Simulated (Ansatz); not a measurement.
Relaxation of AlBrCl2H2 (6 atoms, charge 0, multiplicity 1), to a largest force component of 0.03 eV/Å in at most 50 steps.

These are results of RKS PBE-D4/def2-SVP in Ansatz 0.2.0, not measurements.

```xyz
6
Properties=species:S:1:pos:R:3
Al 0.030 -0.701 -0.410
H 0.011 0.164 2.207
Cl 1.825 0.237 -0.941
Cl -1.805 0.170 -0.918
Br 0.076 -2.861 0.554
H 0.019 -0.542 2.042
```

**Question.** Where does it end, and by what steps?

**Answer.** The forces met the threshold. After 5 steps the energy has fallen by 0.191 eV; H2 moved furthest, 0.41 Å.

| step | energy less start (eV) | largest force component (eV/Å) | accepted |
| --- | --- | --- | --- |
| 0 | 0.0000 | 1.881 | yes |
| 1 | -0.1379 | 1.070 | yes |
| 2 | -0.1739 | 0.405 | yes |
| 3 | -0.1859 | 0.306 | yes |
| 4 | -0.1905 | 0.080 | yes |
| 5 | -0.1911 | 0.029 | yes |

```xyz
6
Properties=species:S:1:pos:R:3
Al 0.028 -0.764 -0.230
H 0.008 0.268 1.808
Cl 1.815 0.226 -0.724
Cl -1.798 0.155 -0.714
Br 0.073 -2.934 0.383
H 0.029 -0.482 2.013
```

Run time: 9.3 s on 2 threads of Arm Neoverse V2, with other jobs on the host, peak memory 0.14 GiB.
